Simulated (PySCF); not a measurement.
## Identify the compound

An unknown has the formula C7H13NOSi. Its calculated NMR data are:

¹H NMR (400 MHz, computed): δ 6.87 (m, 1H), 5.35 (m, 1H), 4.77 (q, 2H), 2.89 (s, 6H), 0.31 (t, 3H).

¹³C{¹H} NMR (computed): δ 170.5 (C), 143.1 (C), 131.9 (CH), 88.5 (CH), 39.8 (CH3), -9.7 (CH3).

Fast rotation and ring inversion assumed for equivalent nuclei, relativity neglected, in vacuum, a single conformation. GIAO PBE0/pcSseg-1 shieldings; GFN2-xTB structure; PySCF.

Shifts are taken against calculated references (same method and geometry level): ¹H (σ = 31.72 ppm) and ¹³C (σ = 186.93 ppm) against TMS.

Question: Choose the structure that fits.
A. C=C(C)CC(=O)C(=C)[SiH2]N
B. C[SiH2]c1ccc(N(C)C)o1
C. C/C=C(/C#N)O[SiH2]C(C)C

Answer: B. 

- Rings plus π bonds: 3 (1 ring in the answer).
- 6 carbon signals for 7 carbons: some carbons are equivalent by symmetry or fast rotation.
- Carbon types of the structure: 2 × C, 2 × CH, 3 × CH3, leaving 2 H on heteroatoms.
- δC 170.5: aromatic carbon bearing nitrogen; the electronegative substituent deshields the carbon that carries it.
- δC 143.1: substituted aromatic carbon next to the ring oxygen.
- δC 131.9, 88.5: aromatic CH.
- δC 39.8: methyl carbon bonded to N; pulled downfield by the heteroatom.
- δC -9.7: methyl carbon bonded to Si; an electropositive neighbour leaves it electron-rich and shielded.

The others: C/C=C(/C#N)O[SiH2]C(C)C has carbons computed at 135.3, 131.6, 120.5, 19.7, 18.4, 14.6; C=C(C)CC(=O)C(=C)[SiH2]N would give 7 carbon signals, not 6.

Shifts are as computed. Against solution values, carbons near 30 ppm lie about +3 ppm off and those near 130 ppm about +5 ppm. Of 1309 compounds with measured shifts, 239 miss one by over three times the rms of a fit or turn the order of signals round; such compounds aren't used in these exercises. No couplings were computed; multiplicities are counted from neighbouring protons, with m where these are inequivalent, close in shift, in a saturated or five-membered ring or joined by F or P, and br s for small geminal =CH2 splittings.
